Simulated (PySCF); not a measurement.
**Diatomic cations of K with group 14**

PBE0 with double-zeta basis sets in PySCF, for the lowest determinant that a PBE0 search found; no spin–orbit coupling. De refers to high-spin ground-configuration atoms (the charge goes to the atom of lower measured ionisation energy or higher electron affinity, which is not always the lowest computed limit). A positive dipole points towards K; it is taken about the centre of mass and depends on that origin.

```csv
M,basis,charged atom,state (unpaired electrons),Re (Å),ωe (cm⁻¹),De (eV),μ (D)
Si,x2c-SVPall,K+,"triplet (σ ↑, π ↑)",3.715,90.0,0.31,5.55
Ge,x2c-SVPall,K+,"triplet (σ ↑, π ↑)",3.747,70.8,0.32,9.69
Sn,def2-SVP,K+,"triplet (σ ↑, π ↑)",3.909,66.6,0.35,11.51
Pb,def2-SVP,K+,"triplet (σ ↑, π ↑)",3.965,62.4,n/a,13.02
```

The shortest bond is that of KSi⁺ (3.715 Å), the longest that of KPb⁺ (3.965 Å).

The rows differ in basis set, which adds steps of its own.

Down a group the atoms grow and get heavier, so bonds lengthen and wavenumbers fall; this series shows no clear exception.

Weak bonds: KGe⁺, KSi⁺, KSn⁺. Basis-set superposition, not corrected here, can be much of De in a small basis, most of all at correlated wavefunction levels. Spin–orbit coupling is left out, which matters for elements this heavy, above all for dissociation energies. For an ion De counts to the pair picked by the measured ionisation energies or electron affinities, which need not be the lowest pair at this level. States were picked by a PBE0 search and need not be the measured ground states.
